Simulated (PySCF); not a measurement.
**Computed properties of FGeHS, SMILES [F][Ge][SH]**

Ge(F)(SH) (FGeHS), SMILES [F][Ge][SH] (connectivity only; charge and spin as stated), neutral, multiplicity 1. The structure is a stationary point at B3LYP-D3(BJ)/def2-TZVP. One conformer was computed; it need not be the lowest. All values are computed for the isolated molecule unless a solvent is named; none is compared with measurement here.

**Structure.** The optimised structure has Cs symmetry. All 6 harmonic modes at B3LYP-D3(BJ)/def2-TZVP (PySCF) are real, so it is a minimum. With heavy atoms numbered as in [Ge:1]([F:2])[SH:3], the shortest bond between them is Ge1–F2 at 1.771 Å and the longest Ge1–S3 at 2.258 Å.

**Vibrations.** The strongest infrared lines (harmonic, unscaled, degenerate partners summed) lie at 643 cm⁻¹ (116 km/mol, F 79 %, Ge 19 %), 377 cm⁻¹ (56 km/mol, S 62 %, Ge 33 %), 700 cm⁻¹ (14 km/mol, H 89 %). The softest mode is at 186 cm⁻¹ and the zero-point energy is 7.0 kcal/mol.

**Electronic structure.** B3LYP/def2-TZVPD (PySCF) places the frontier levels at -7.54 and -2.80 eV, a gap of 4.74 eV, and gives a dipole moment of 2.65 D and a mean polarisability of 56.6 bohr³.

**Excitations.** TDDFT-M06-2X/def2-SVPD (PySCF) has S1 at 3.92 eV (316 nm, f = 0.030, weak); the most intense of the 10 singlets computed lies at 7.27 eV (f = 0.76). T1 (TDA) is at 2.59 eV. No vertical singlet excitation falls in the visible range (under 3.1 eV).

**NMR.** GIAO shifts at PBE0/pcSseg-2 (PySCF) (non-relativistic, atoms alike by connectivity averaged): ¹H at 4.4 ppm against TMS; ¹⁹F at 34.8 ppm against CFCl3.
